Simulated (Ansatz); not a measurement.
Calculated with Ansatz (gas phase, PBE0-D4/def2-TZVP geometries, no zero-point term in ΔE). CBS: MP2 limit from def2 TZ/QZ plus the TZ coupled-cluster correction, frozen cores. This one scheme is used for every species. DFT in def2-TZVPP. B3LYP here is the variant with VWN-RPA as its local correlation; programs differ in this. One conformer a species, not always the lowest.

`N=C(N)[SiH2]N` → `N=C(N)N` + `[SiH2]`  (silylene formation by 1,1-elimination)

```tsv
level	ΔE (kJ/mol)	difference from CCSD(T)/CBS
PBE-D4	288.4	-3.9
r2SCAN-D4	305.6	13.3
PBE0-D4	293.3	1.0
B3LYP-D4	285.0	-7.3
ωB97X-V	293.6	1.3
ωB97M-V	283.8	-8.5
B2PLYP	284.2	-8.1
PBE	279.4	-12.9
r2SCAN	303.1	10.8
PBE0	285.4	-6.9
B3LYP	270.5	-21.8
HF/def2-TZVPP	257.4	-34.9
MP2/def2-TZVPP	304.1	11.8
SCS-MP2/def2-TZVPP	290.9	-1.4
CCSD/def2-TZVPP	274.8	-17.5
CCSD(T)/def2-TZVPP	281.0	-11.3
HF/def2-QZVPP	259.5	-32.8
MP2/def2-QZVPP	311.3	19.0
SCS-MP2/def2-QZVPP	298.3	6.0
HF/CBS(def2)	259.8	-32.5
MP2/CBS(def2)	315.4	23.1
CCSD/CBS(def2)	286.0	-6.3
CCSD(T)/CBS	292.3	0
```

Largest T1 diagnostic among the species: 0.014.

In def2-TZVPP, CCSD(T) changes the Hartree–Fock value by +23.6 kJ/mol (the triples alone add +6.3 kJ/mol) and MP2 by +46.7 kJ/mol. From PBE to PBE0 (25 % exact exchange), in def2-TZVPP and without D4, ΔE moves by +6.0 kJ/mol. The D4 term adds +14.5 kJ/mol with B3LYP and +8.0 kJ/mol with PBE0; it sums over pairs of atoms, weighted by their polarisabilities, and B3LYP, whose exchange is more repulsive, gets the larger term.
